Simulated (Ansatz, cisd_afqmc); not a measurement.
System: F, charge 0, doublet.

Total energies in aug-cc-pVQZ, 7 correlated electrons, 1 frozen orbitals. UHF or UKS for unpaired electrons; spin-orbit terms are left out. Correlated methods leave the cores frozen. No relativity. AFQMC is phaseless with a CISD trial state; ± is one standard error, without the phaseless bias. Outlying blocks are dropped, and bars are widened where a walk drifts. Over all cases where full CI ran beside it in this data, AFQMC minus full CI had a median of +0.1 mEh and passed +0.4 mEh in a tenth of the cases.

```csv
method,program,energy (Eh),minus CCSDT(Q) (mEh)
HF,Ansatz,-99.41409,239.11
MP2,Ansatz,-99.63798,15.22
CCSD,Ansatz,-99.64798,5.22
CCSD(T),Ansatz,-99.65291,0.29
CCSDT(Q),Ansatz,-99.65320,0.00
AFQMC/CISD,cisd_afqmc,-99.6530 ± 0.0002,0.2 ± 0.2
```

Ansatz is a quantum-chemistry and plane-wave program.
